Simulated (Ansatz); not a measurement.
System: C2H6ClGaO2, net charge 0, singlet state. SMILES: C[O][Ga]([Cl])[O]C
Geometry from a B3LYP-D3(BJ)/def2-TZVP (Ansatz, a first-principles code) optimisation:
```xyz
12

C      2.7697    -0.6224     0.2531
O      1.4889    -1.1606    -0.0502
Ga    -0.0035    -0.2137    -0.0485
Cl     0.0312     1.8871     0.4293
O     -1.5253    -1.0212    -0.4439
C     -2.7857    -0.3637    -0.4794
H      3.4319    -0.7733    -0.6030
H      3.1852    -1.1523     1.1138
H      2.7413     0.4462     0.4849
H     -2.7245     0.6945    -0.2095
H     -3.2015    -0.4403    -1.4871
H     -3.4654    -0.8599     0.2176
```
Charge 0, spin multiplicity 1.

Property: vertical ionisation energy (to the doublet state of charge +1; each state is the SCF solution reached for its spin), in eV. Correlated levels leave the core frozen unless marked. UHF or UKS for open shells. Spin-orbit coupling is left out. The frozen core is the preceding noble-gas configuration, with the filled d and f shells of earlier blocks. Non-relativistic. CBS(X,Y): correlation extrapolated as X^-3; Hartree-Fock from the larger set. The bracket is a focal-point correction in the basis named.

```json
[
 {"level": "HF/def2-SVPD", "program": "Ansatz", "vertical ionisation energy (eV)": "9.45", "minus last row": "-1.26"},
 {"level": "PBE/def2-TZVPD", "program": "Ansatz", "vertical ionisation energy (eV)": "9.40", "minus last row": "-1.31"},
 {"level": "r2SCAN/def2-TZVPD", "program": "Ansatz", "vertical ionisation energy (eV)": "9.57", "minus last row": "-1.14"},
 {"level": "B3LYP/def2-TZVPD", "program": "Ansatz", "vertical ionisation energy (eV)": "9.88", "minus last row": "-0.83"},
 {"level": "BHLYP/def2-TZVPD", "program": "Ansatz", "vertical ionisation energy (eV)": "10.28", "minus last row": "-0.43"},
 {"level": "CAM-B3LYP/def2-TZVPD", "program": "Ansatz", "vertical ionisation energy (eV)": "10.29", "minus last row": "-0.42"},
 {"level": "wB97X-V/def2-TZVPD", "program": "Ansatz", "vertical ionisation energy (eV)": "10.43", "minus last row": "-0.28"},
 {"level": "MP2/def2-SVPD", "program": "Ansatz", "vertical ionisation energy (eV)": "11.02", "minus last row": "0.31"},
 {"level": "MP2/def2-TZVPPD", "program": "Ansatz", "vertical ionisation energy (eV)": "11.06", "minus last row": "0.35"},
 {"level": "RI-MP2/def2-QZVPPD", "program": "Ansatz", "vertical ionisation energy (eV)": "11.13", "minus last row": "0.42"},
 {"level": "SCS-MP2/def2-SVPD", "program": "Ansatz", "vertical ionisation energy (eV)": "10.92", "minus last row": "0.21"},
 {"level": "SCS-MP2/def2-TZVPPD", "program": "Ansatz", "vertical ionisation energy (eV)": "10.96", "minus last row": "0.25"},
 {"level": "CCSD(T)/def2-SVPD", "program": "Ansatz", "vertical ionisation energy (eV)": "10.53", "minus last row": "-0.18"},
 {"level": "RI-MP2/CBS(def2-TZVPPD,def2-QZVPPD)+[CCSD(T)-MP2]/def2-SVPD", "program": "Ansatz", "vertical ionisation energy (eV)": "10.71", "minus last row": "0.00"},
 {"level": "RI-MP2/CBS(def2-TZVPPD,def2-QZVPPD)+[CCSD(T)-MP2]/def2-TZVPPD", "program": "Ansatz", "vertical ionisation energy (eV)": "10.71", "minus last row": "0.00"}
]
```
